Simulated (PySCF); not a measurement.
One of the candidates below gave these computed data.

| technique | computed result |
| --- | --- |
| 1H NMR | chemical shifts (computed TMS as zero) by class: 6.88 (1 H), 4.59 (2 H), 4.52 (2 H), 3.52 (3 H), 2.13 (3 H) ppm [GIAO PBE0/pcSseg-1] |
| Dipole | 1.16 D [PBE0/pcSseg-1] |
| NMR, other nuclei | isotropic shieldings of nuclei other than C and H, by class: -121 (1 O), 125 (1 O), 424 (1 Si), 465 (1 Si), 652 (1 Cl) ppm [GIAO PBE0/pcSseg-1] |
| Rotational structure | rotational constants A, B, C: 1.036, 0.423, 0.349 GHz [GFN2-xTB] |
| 13C NMR | chemical shifts (computed TMS as zero) by class: 176.2 (1 C), 147.7 (1 C), 147.5 (1 C), 67.8 (1 C), 23.3 (1 C) ppm [GIAO PBE0/pcSseg-1] |

Electronic properties: PySCF, gas phase, density fitting. Levels stand in brackets. The structure is a single GFN2-xTB conformer in the gas phase; no vibrational or solvent corrections. NMR values are class means; diastereotopic atoms form classes of their own.

**Question.** Which candidate is it?
A. `CCC[SiH]1O[SiH2]O[SiH2]O1`
B. `CC(=O)OC/C=C(/Cl)[SiH2][SiH3]`
C. `CCO[C@@H]1[SiH2]O[Si@@H]1O[SiH3]`
D. `CO[SiH2]/C=C(/[SiH2]Cl)C(C)=O`

**Answer.** B. It is `CC(=O)OC/C=C(/Cl)[SiH2][SiH3]`. Numbering: `[CH3:1][C:2](=[O:3])[O:4][CH2:5]/[CH:6]=[C:7](/[Cl:8])[SiH2:9][SiH3:10]`. Its formula, C5H11ClO2Si2, gives 2 degrees of unsaturation: 0 rings and 2 π bonds in the structure found. 5 carbons fall into 5 classes; from least to most shielded: ester carbonyl carbon [C2] (176.2 ppm), vinylic C–Cl carbon [C7] (147.7 ppm), alkene CH carbon [C6] (147.5 ppm), sp3 carbon bound to oxygen [C5] (67.8 ppm), methyl carbon next to a carbonyl [C1] (23.3 ppm). Hydrogen classes from least to most shielded: 1 H on an alkene CH carbon, C6 (6.88 ppm), 2 H on an sp3 carbon bound to oxygen, C5 (4.59 ppm), 2 H on an SiH2 silicon, Si9 (4.52 ppm, a mean of values up to 0.5 ppm apart in this geometry), 3 H on an SiH3 silicon, Si10 (3.52 ppm), 3 H on a methyl carbon next to a carbonyl, C1 (2.13 ppm). The other shieldings belong to: -121 ppm, ester carbonyl oxygen [O3]; 125 ppm, ester single-bonded oxygen [O4]; 424 ppm, SiH2 silicon [Si9]; 465 ppm, SiH3 silicon [Si10]; 652 ppm, vinyl chlorine [Cl8]. The optimised geometry has point group C1 and is an asymmetric top.

The others, at the same levels:
- `CO[SiH2]/C=C(/[SiH2]Cl)C(C)=O` fails: its computed 13C shifts are 203.7 (1 C), 195.2 (1 C), 152.5 (1 C), 52.7 (1 C), 31.4 (1 C) ppm, 1H shifts are 8.64 (1 H), 5.44 (2 H), 4.98 (2 H), 3.80 (3 H), 2.65 (3 H) ppm and rotational constant A is 1.452 GHz (against 1.036 GHz).
- `CCC[SiH]1O[SiH2]O[SiH2]O1` fails: it has 12 hydrogens where the 1H data count 11; its computed 13C shifts are 23.4 (1 C), 19.9 (1 C), 19.0 (1 C) ppm, 1H shifts are 5.24 (1 H), 5.20 (2 H), 5.18 (2 H), 1.60 (2 H), 1.11 (3 H), 1.02 (2 H) ppm and rotational constant A is 1.910 GHz (against 1.036 GHz).
- `CCO[C@@H]1[SiH2]O[Si@@H]1O[SiH3]` fails: it has 12 hydrogens where the 1H data count 11; its computed 13C shifts are 84.8 (1 C), 73.2 (1 C), 16.6 (1 C) ppm, 1H shifts are 5.61 (1 H), 5.56 (1 H), 5.37 (3 H), 5.18 (1 H), 4.16 (1 H), 3.95 (1 H), 3.27 (1 H), 1.16 (3 H) ppm and smallest rotational constant is 0.653 GHz (against 0.349 GHz).

Each candidate is one conformer, not necessarily the lowest. Dipoles, sizes and rotational constants follow the conformer. The torsions of the flexible species, by atom-mapped SMILES:
- `[CH3:1][C:2](=[O:3])[O:4][CH2:5]/[CH:6]=[C:7](/[Cl:8])[SiH2:9][SiH3:10]`: C1–C2–O4–C5 -179°, C2–O4–C5–C6 179°, O4–C5–C6–C7 112°, C6–C7–Si9–Si10 -83°
- `[CH3:1][O:2][SiH2:3]/[CH:4]=[C:5](/[SiH2:6][Cl:7])[C:8]([CH3:9])=[O:10]`: C1–O2–Si3–C4 66°, O2–Si3–C4–C5 168°, C4–C5–Si6–Cl7 115°, C4–C5–C8–C9 -177°
- `[CH3:1][CH2:2][O:3][C@@H:4]1[SiH2:5][O:6][Si@@H:7]1[O:8][SiH3:9]`: C1–C2–O3–C4 -69°, C2–O3–C4–Si5 -172°, O6–Si7–O8–Si9 -50°

The conformers of `CCC[SiH]1O[SiH2]O[SiH2]O1` aren't listed.
